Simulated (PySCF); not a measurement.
# Distorted geometries of [Bi(SH)2]+

[Bi(SH)2]+ (singlet). PySCF 2.14.0, RKS r2SCAN, Bi def2-SVP with ECP60, S def2-SVP, H def2-SVP; non-relativistic Hamiltonian with scalar-relativistic core potentials where named; density fitting; no spin-orbit coupling. Relaxed geometry:

```xyz
5

Bi    0.0000   -1.3932    0.3632
S     0.0000    0.1406    2.3019
H     0.0000    1.2974    1.5890
S     0.0000    0.3776   -1.3665
H     0.0000   -0.4948   -2.4088
```

**Question.** Order these distorted geometries by energy above the relaxed one, lowest first.
A.
```xyz
5

Bi    0.1587   -1.6404    0.3121
S     0.0059   -0.1565    2.2015
H    -0.0629    1.4587    1.7240
S    -0.0235    0.6507   -1.2752
H    -0.0782   -0.3848   -2.4836
```
B.
```xyz
5

Bi    0.0289   -1.3831    0.3871
S    -0.0026    0.1073    2.2934
H    -0.0252    1.2957    1.6007
S    -0.0375    0.3790   -1.4015
H     0.0364   -0.4712   -2.4008
```
C.
```xyz
5

Bi   -0.0666   -1.4655    0.3679
S     0.0068    0.2085    2.2508
H    -0.0017    1.3102    1.5990
S    -0.0206    0.3472   -1.3194
H     0.0821   -0.4728   -2.4195
```

**Answer.** B (0.06 eV), C (0.14 eV), A (1.98 eV).

**Question.** Which forces (eV/Å) act in the one that lies 1.98 eV up?

**Answer.** 
```
Bi  -0.16  2.17 -1.75
S   -0.14  3.54  0.44
H    0.14 -3.63  0.66
S    0.04 -4.58 -1.61
H    0.12  2.51  2.27
```
Forces carry noise of the integration grid, about 0.01 to 0.03 eV/Å.

No frequency check is given that shows the relaxed geometry to be a minimum.
